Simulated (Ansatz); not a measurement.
Al11Sb10F3, relaxed as a singlet with RKS r2SCAN-D4/def2-SVP in Ansatz, starting from the force-field or lattice model geometry. Force threshold 0.03 eV/Å.

In the def2 sets Sb takes a core potential; there is no spin–orbit coupling. Single mean-field runs in def2-SVP are fitted with def2-universal-jkfit.

Start:

Cartesian coordinates in Å:
```
Al 1.2349 -4.4515 -1.3471
Al 2.4001 -2.7700 2.4911
Al 5.0085 0.0197 0.4889
Al -1.7937 -3.0614 1.4077
Al -2.9315 -4.7183 -2.4442
Al -3.3729 -0.4538 -1.6860
Al 1.9705 1.4708 3.2465
Al -2.2116 1.2048 2.1629
Al 0.8069 -0.2062 -0.6161
Al 0.3641 4.0328 0.1495
Al -3.8189 3.8003 -0.9300
F 1.8842 -0.2137 4.0005
F 2.0598 4.3406 -0.4481
F -4.9960 3.9321 -2.3112
Sb 4.8810 -2.3663 1.5844
Sb -0.4373 -4.2890 -3.3563
Sb -3.4985 -2.8735 -0.6080
Sb 0.6813 -2.6229 0.4820
Sb 3.2899 0.2034 -1.5044
Sb -0.9165 -0.0288 -2.6031
Sb 0.2420 1.6152 1.2375
Sb 4.4478 1.8880 2.3256
Sb -3.9454 1.3298 0.1386
Sb -1.3485 4.2178 -1.8607
```

Problem. Estimate the energy that the relaxation releases and the steps that it takes.

Solution. 1531.0 kJ/mol, in 61 steps; 5.2 min on 4 threads of AMD EPYC 7R13 on a shared host and a share (37 GiB) of an NVIDIA H100 80GB HBM3. No frequencies were taken in this run, so the end may be a saddle point.

Problem. Does the start keep its bonding and symmetry?

Solution. Bonds lost: Al1–Sb18, Al9–Sb18, Al9–Sb21 (atoms count from 1). Bonds formed: Al1–Sb15, Al1–Sb19, Al2–Al9, Al2–F12, Al4–Al8, Al5–Sb18, Al7–Sb19, Al9–Sb16 (atoms count from 1).

Problem. Predict the relaxed structure.

Solution. 
```xyz
24

Al    2.5158   -1.9632   -1.0301
Al    1.1948   -2.1229    1.5395
Al    4.1956   -0.5496    0.9521
Al   -1.9184   -2.0622    1.5342
Al   -0.5628   -3.8259   -0.3255
Al   -2.8919   -0.5790   -1.4261
Al    1.3634    0.8984    1.3138
Al   -2.0652    0.4717    1.2823
Al   -0.0557   -0.8620   -0.6776
Al    0.4973    2.9924   -0.7566
Al   -2.6674    2.9606   -0.5198
F     1.3946   -0.5465    2.4861
F     1.7180    4.1449   -0.5420
F    -3.0130    4.4490    0.1988
Sb    3.7441   -3.0555    1.0416
Sb    0.6727   -2.9965   -2.5022
Sb   -3.1201   -3.0970   -0.5915
Sb   -0.2813   -4.0689    2.3525
Sb    2.4493    0.8274   -1.4031
Sb   -0.9310    0.2972   -2.9986
Sb   -0.5236    2.5997    1.7630
Sb    3.8463    1.9449    0.9833
Sb   -4.3556    1.0231    0.0536
Sb   -1.2059    3.1198   -2.7278
```
Bond lengths (bridged metal pairs left out): 28 × Al–Sb 2.52 to 3.11 Å; 4 × Al–F 1.69 to 1.86 Å; 2 × Al–Al 2.55 to 2.84 Å; 2 × Sb–Sb 2.85 to 2.98 Å.
